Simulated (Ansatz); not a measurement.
A relaxation, step by step

TiSiH6Cl2O4, singlet, PBE0-D4/def2-TZVP (Ansatz 0.2.0). Settings:

```yaml
hamiltonian: {xc: pbe0, dispersion: d4}
relax: {f_tol: 0.005, max_steps: 200}
```

Start, a step off a saddle point along its unstable mode:

```json
{"atom": "Si1", "x (Å)": "-1.6238", "y (Å)": "-0.7665", "z (Å)": "0.9642"}
{"atom": "Cl2", "x (Å)": "-1.2150", "y (Å)": "-3.1245", "z (Å)": "-0.5882"}
{"atom": "Cl3", "x (Å)": "-1.5371", "y (Å)": "1.1086", "z (Å)": "1.8120"}
{"atom": "H4", "x (Å)": "-0.6629", "y (Å)": "-1.9237", "z (Å)": "-0.6757"}
{"atom": "O5", "x (Å)": "-0.3367", "y (Å)": "-0.6109", "z (Å)": "-0.0725"}
{"atom": "Ti6", "x (Å)": "0.9324", "y (Å)": "0.6906", "z (Å)": "-0.4059"}
{"atom": "O7", "x (Å)": "0.1405", "y (Å)": "2.1511", "z (Å)": "-1.0702"}
{"atom": "O8", "x (Å)": "1.8154", "y (Å)": "1.0353", "z (Å)": "1.1017"}
{"atom": "O9", "x (Å)": "2.0726", "y (Å)": "0.0240", "z (Å)": "-1.6057"}
{"atom": "H10", "x (Å)": "-2.9383", "y (Å)": "-0.8186", "z (Å)": "0.2228"}
{"atom": "H11", "x (Å)": "-1.4170", "y (Å)": "-1.7466", "z (Å)": "2.0111"}
{"atom": "H12", "x (Å)": "0.1564", "y (Å)": "2.5502", "z (Å)": "-1.9342"}
{"atom": "H13", "x (Å)": "1.6260", "y (Å)": "1.6372", "z (Å)": "1.8209"}
{"atom": "H14", "x (Å)": "2.9879", "y (Å)": "-0.2063", "z (Å)": "-1.5801"}
```

| step | energy less the last (meV) | largest force component (eV/Å) |
| --- | --- | --- |
| 1 | 466.0 | 1.097 |
| 6 | 42.5 | 0.149 |
| 11 | 29.3 | 0.134 |
| 16 | 26.9 | 0.071 |
| 21 | 24.6 | 0.180 |
| 26 | 21.1 | 0.134 |
| 31 (rejected trial) | 38.4 | 1.379 |
| 36 | 14.7 | 0.213 |
| 41 (rejected trial) | 12.0 | 0.474 |
| 46 (rejected trial) | 9.5 | 0.204 |
| 51 | 5.6 | 0.015 |
| 56 | 4.5 | 0.015 |
| 61 | 2.8 | 0.040 |
| 66 | 1.5 | 0.012 |
| 71 | 0.7 | 0.016 |
| 76 | 0.1 | 0.013 |
| 79 | 0.0 | 0.005 |

Step 61, positions (Å) and forces (eV/Å):

```tsv
atom	x	y	z	Fx	Fy	Fz
Si1	-1.740	-0.499	1.201	-0.013	-0.007	0.020
Cl2	0.015	-2.930	-1.743	-0.009	0.020	0.016
Cl3	-1.755	1.242	2.300	-0.003	-0.028	-0.021
H4	-0.289	-1.996	-0.885	0.009	-0.016	-0.016
O5	-0.464	-0.483	0.185	-0.012	-0.007	0.000
Ti6	0.934	0.645	-0.280	-0.002	-0.002	0.000
O7	0.247	2.042	-1.156	-0.002	0.004	0.002
O8	1.795	1.207	1.183	0.002	-0.006	-0.001
O9	2.046	-0.304	-1.290	-0.005	-0.016	-0.007
H10	-3.003	-0.548	0.430	0.040	0.001	0.026
H11	-1.622	-1.627	2.151	-0.006	0.038	-0.032
H12	0.321	2.395	-2.042	0.000	-0.003	-0.001
H13	1.615	1.980	1.723	-0.002	0.007	0.006
H14	1.900	-1.122	-1.777	0.004	0.014	0.008
```

Last step (79):

Si1  (-1.685, -0.540, 1.282)
Cl2  (-0.211, -2.654, -2.075)
Cl3  (-2.000, 1.346, 2.038)
H4  (-0.471, -1.829, -1.100)
O5  (-0.498, -0.480, 0.164)
Ti6  (0.950, 0.608, -0.238)
O7  (0.361, 1.987, -1.206)
O8  (1.708, 1.193, 1.273)
O9  (2.111, -0.395, -1.138)
H10  (-2.941, -0.986, 0.644)
H11  (-1.294, -1.407, 2.412)
H12  (0.492, 2.299, -2.101)
H13  (1.548, 2.010, 1.750)
H14  (1.932, -1.153, -1.705)
(Å)

Time: 3.9 min of wall clock on 4 CPU threads of an AMD EPYC 7R13 and a share of one NVIDIA H100; the host was shared. Peak host memory: 1.1 GiB.
